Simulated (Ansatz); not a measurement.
Computed with Ansatz on PBE0-D4/def2-TZVP structures; ΔE is electronic, products minus reactants. CCSD(T)/CBS adds triple-zeta CCSD(T) − MP2 to the extrapolated MP2 energy (def2 sets, frozen cores). This one scheme is used for every species. DFT in def2-TZVPP. Each species was taken in one conformer, which may not be the lowest.

`O[SiH](F)[SiH2]Cl` + `N[SiH2]F` → `O[SiH](F)N[SiH2]F` + `[SiH3]Cl`  (cleavage of the Si–Si bond)

| level | ΔE (kJ/mol) | difference from CCSD(T)/CBS |
| --- | --- | --- |
| LDA (SPW92) | -73.2 | 20.0 |
| PBE-D4 | -67.5 | 25.7 |
| revPBE-D4 | -69.1 | 24.1 |
| BLYP-D4 | -78.5 | 14.7 |
| B97M-V | -86.8 | 6.4 |
| r2SCAN0-D4 | -91.1 | 2.1 |
| BHLYP-D4 | -96.2 | -3.0 |
| CAM-B3LYP-D4 | -91.8 | 1.4 |
| BLYP | -78.5 | 14.7 |
| PBE0 | -77.7 | 15.5 |
| r2SCANh | -88.2 | 5.0 |
| r2SCAN0 | -91.1 | 2.1 |
| CAM-B3LYP | -92.2 | 1.0 |
| CCSD/def2-SVP | -97.1 | -3.9 |
| HF/def2-QZVPP | -111.6 | -18.4 |
| HF/CBS(def2) | -111.8 | -18.6 |
| CCSD(T)/CBS | -93.2 | 0 |

Largest T1 diagnostic among the species: 0.012.

From BLYP to BHLYP (50 % exact exchange), in def2-TZVPP and without D4, ΔE moves by −19.1 kJ/mol. Leaving LDA and LC-ωPBE aside and taking each functional with its dispersion term where it has one, the values spread over 28.7 kJ/mol, from BHLYP-D4 to PBE-D4. LDA lies −5.6 kJ/mol from PBE without D4. In def2-TZVPP, CCSD(T) changes the Hartree–Fock value by +13.9 kJ/mol (the triples alone add +2.2 kJ/mol) and MP2 by +8.7 kJ/mol.
